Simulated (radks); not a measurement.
Results of a calculation; reference values are marked as such.
Tl XIV, configuration [Kr] 4d10 4f14 5s2 5p(1/2: 1, 3/2: 4) 5d(3/2: 1, 5/2: 0) (not the ground configuration). Code: a radial shooting solver on a logarithmic mesh with Libxc functionals. Model: Dirac Kohn-Sham, PBE, spin-unpolarised, spherical densities, finite nucleus; Fermi nuclear charge, rms radius 5.4759 fm. Some entries of the table are withheld. Estimate them.

| orbital | occ. | eigenvalue (hartree) | <1/r> (bohr^-1) |
|---|---|---|---|
| 1s1/2 | 2 | (1) | 99.36 |
| 2s1/2 | 2 | -567.9584 | 24.53 |
| 2p1/2 | 2 | -545.7766 | 24.49 |
| 2p3/2 | 4 | -469.8643 | 19.69 |
| 3s1/2 | 2 | -142.5539 | 9.001 |
| 3p1/2 | 2 | (2) | (3) |
| 3p3/2 | 4 | (4) | (5) |
| 3d3/2 | 4 | -98.98129 | 7.561 |
| 3d5/2 | 6 | -95.37173 | 7.280 |
| 4s1/2 | 2 | -38.86759 | 3.823 |
| 4p1/2 | 2 | -34.52564 | 3.715 |
| 4p3/2 | 4 | -30.40476 | 3.282 |
| 4d3/2 | 4 | -23.29778 | 3.087 |
| 4d5/2 | 6 | -22.52532 | 2.989 |
| 5s1/2 | 2 | (6) | 1.662 |
| 4f5/2 | 6 | -13.32782 | 2.658 |
| 4f7/2 | 8 | -13.15389 | 2.622 |
| 5p1/2 | 1 | (7) | 1.566 |
| 5p3/2 | 4 | (8) | 1.428 |
| 5d3/2 | 1 | -8.50318 | (9) |
| 5d5/2 | 0 | -8.35283 | (10) |

Answer. 
(1) 1s1/2 eigenvalue (hartree): -3149.020
(2) 3p1/2 eigenvalue (hartree): -132.5079
(3) 3p1/2 <1/r> (bohr^-1): 8.916
(4) 3p3/2 eigenvalue (hartree): -115.6195
(5) 3p3/2 <1/r> (bohr^-1): 7.662
(6) 5s1/2 eigenvalue (hartree): -13.37389
(7) 5p1/2 eigenvalue (hartree): -11.80799
(8) 5p3/2 eigenvalue (hartree): -10.89497
(9) 5d3/2 <1/r> (bohr^-1): 1.256
(10) 5d5/2 <1/r> (bohr^-1): 1.229
